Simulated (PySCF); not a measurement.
Atomic charges by several schemes

Compound: C₂H₅F₃OSi.
Z-matrix (Å and degrees, GFN2-xTB geometry), rows numbered from 1:
```
F 
C   1  1.3593
F   2  1.3357  1  106.31
O   2  1.3579  1  110.99  3   117.64
C   4  1.3984  2  115.63  1    72.94
F   5  1.3836  4  108.52  2    65.06
Si  5  1.9306  4  105.32  2  -176.15
H   2  1.1043  1  107.47  3  -116.62
H   5  1.0987  4  111.09  2   -50.05
H   7  1.4591  5  105.58  4    66.40
H   7  1.4620  5  105.75  4  -174.18
H   7  1.4572  5  105.92  4   -54.43
```

Density: PBE0/pcSseg-1 (PySCF); schemes: Mulliken, IAO, Hirshfeld and ESP-fitted. The structure is a single GFN2-xTB conformer in the gas phase; no vibrational or solvent corrections.

Task: Atoms with like bonding are taken together and averaged. At which atom do the 4 schemes differ most?

Result: At C2: from +0.202 (Hirshfeld) to +0.680 e (Mulliken), 0.478 e apart.

Task: Which atoms carry the lowest charge in the Mulliken, IAO, Hirshfeld and ESP-fitted schemes?

Result: All schemes agree: Mulliken O4 (-0.475); IAO O4 (-0.365); Hirshfeld O4 (-0.139); ESP-fitted O4 (-0.316).

Task: Do the Mulliken, IAO, Hirshfeld and ESP-fitted schemes agree on where the charge is highest?

Result: The schemes don't all agree: Mulliken C2 (+0.680); IAO Si7 (+0.625); Hirshfeld Si7 (+0.326); ESP-fitted C2 (+0.534).

Task: Give the atomic charges in each scheme.

Result: In e; atoms taken as equivalent share a row and are averaged (×n: the atom named and its like, n in all):

```csv
atom,environment,Mulliken,IAO,Hirshfeld,ESP-fitted
F1,fluorine of a CF2 group,-0.304,-0.315,-0.118,-0.238
C2,CHF2 carbon,+0.680,+0.608,+0.202,+0.534
F3,fluorine of a CF2 group,-0.268,-0.281,-0.098,-0.215
O4,ether oxygen,-0.475,-0.365,-0.139,-0.316
C5,sp3 C–F carbon,+0.147,+0.084,+0.044,+0.092
F6,alkyl fluorine,-0.332,-0.327,-0.118,-0.214
Si7,SiH3 silicon,+0.537,+0.625,+0.326,+0.364
H8,methine hydrogen,+0.094,+0.141,+0.049,+0.074
H9,methine hydrogen,+0.132,+0.142,+0.040,+0.115
H10/H11/H12,Si–H hydrogen,-0.070,-0.104,-0.063,-0.065
```

Mean size of the charges over all atoms: IAO 0.267 e, Mulliken 0.265 e, ESP-fitted 0.196 e, Hirshfeld 0.110 e. Each set sums to the total charge, 0, to within 0.001 e. The ESP scheme is a least-squares fit of atom-centred charges to the potential on four shells outside the van der Waals surface, with the total charge fixed. The Hirshfeld scheme weights the molecular density at each point by an atom's share of the summed free-atom densities.

Some averages cover members that differ in this geometry: H10/H11/H12, ESP-fitted -0.079 to -0.050 e.

Task: How many electrons does the ESP-fitted scheme count on F3?

Result: Z − q = 9 − (-0.215) = 9.215.

Task: How closely do the schemes follow one another over all atoms?

Result: Correlation coefficient and root-mean-square difference: Mulliken with ESP-fitted 1.00, 0.092 e; Mulliken with IAO 0.99, 0.054 e; IAO with ESP-fitted 0.98, 0.095 e; IAO with Hirshfeld 0.98, 0.193 e; Mulliken with Hirshfeld 0.94, 0.208 e; Hirshfeld with ESP-fitted 0.93, 0.125 e.

Task: Sum the charges by element, for elements with more than one atom.

Result: 
```csv
element,atoms,Mulliken,IAO,Hirshfeld,ESP-fitted
F,3,-0.904,-0.922,-0.334,-0.667
C,2,+0.827,+0.692,+0.246,+0.626
H,5,+0.015,-0.030,-0.100,-0.007
```

These values come from a run that also computed NMR shieldings. Hardware: one thread of an Arm Neoverse N1, no GPU, shared host with 64 logical CPUs at a one-minute load of 61. Cost: 38 s wall (with the writing of density and orbital grids), 0.71 GiB resident at most.
